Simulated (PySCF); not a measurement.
A side-by-side comparison of computed properties.

First species: C6H13PS.
SMILES: `CC[P@@]1(=S)[C@H](C)[C@@H]1C`

Second species: C6H13PS.
Cartesian coordinates in Å at the GFN2-xTB level; atoms count from 1:
```xyz
21
C6H13PS angstrom
C      2.6460   -1.0518   -0.7193
C      1.8997   -0.4434    0.1857
P      0.4085    0.4738   -0.3163
C      0.6885    2.1271    0.4444
S      0.0609    0.5237   -2.2208
C     -0.9348   -0.3061    0.7202
C     -1.1322   -1.7289    0.2164
C     -2.2072    0.5165    0.5797
H      2.3698   -1.0083   -1.7632
H      3.5389   -1.6020   -0.4691
H      2.1341   -0.4534    1.2425
H      0.7773    2.0639    1.5269
H     -0.1389    2.7797    0.1702
H      1.6057    2.5334    0.0183
H     -0.5978   -0.3177    1.7632
H     -0.2139   -2.3072    0.3180
H     -1.9237   -2.2282    0.7725
H     -1.4074   -1.7082   -0.8377
H     -2.4444    0.6452   -0.4763
H     -2.0962    1.5001    1.0328
H     -3.0416    0.0088    1.0601
```

Levels: PBE0/pcSseg-1 for dipole moment, HOMO energy, LUMO energy and HOMO–LUMO gap; GFN2-xTB for rotational constant A and rotational constant C. Geometries: GFN2-xTB. Each species is one conformer at its optimised geometry, gas phase, non-relativistic unless stated. Electronic properties by PySCF.

The conformers computed, where there is a choice (atom-mapped SMILES and torsion angles):
- `[CH3:1][CH2:2][P@@:3]1(=[S:4])[C@H:5]([CH3:6])[C@@H:7]1[CH3:8]`: C1–C2–P3–S4 58°
- `[CH2:1]=[CH:2][P@@:3]([CH3:4])(=[S:5])[CH:6]([CH3:7])[CH3:8]`: C1–C2–P3–C4 -127°, C2–P3–C6–C7 -68°

Values for the first species:

```
Dipole moment         : 4.37 D
HOMO energy           : -6.13 eV
LUMO energy           : 0.51 eV
HOMO–LUMO gap         : 6.64 eV
Rotational constant A : 1.790 GHz
Rotational constant C : 0.945 GHz
```

Task: Estimate the same properties for the second species, and the change in each.

Result: 
| property | first | second | second less first |
| --- | --- | --- | --- |
| dipole moment | 4.37 D | 4.32 D | -0.05 D |
| HOMO energy | -6.13 eV | -6.40 eV | -0.27 eV |
| LUMO energy | 0.51 eV | -0.63 eV | -1.14 eV |
| HOMO–LUMO gap | 6.64 eV | 5.77 eV | -0.87 eV |
| rotational constant A | 1.790 GHz | 1.613 GHz | -0.177 GHz |
| rotational constant C | 0.945 GHz | 1.093 GHz | +0.148 GHz |

On the first: In atomic units the dipole is 1.72 e·bohr (1 au = 2.5417 D).

On the second: The dipole equals about 14.4 × 10⁻³⁰ C·m (1 D = 3.33564 × 10⁻³⁰ C·m).
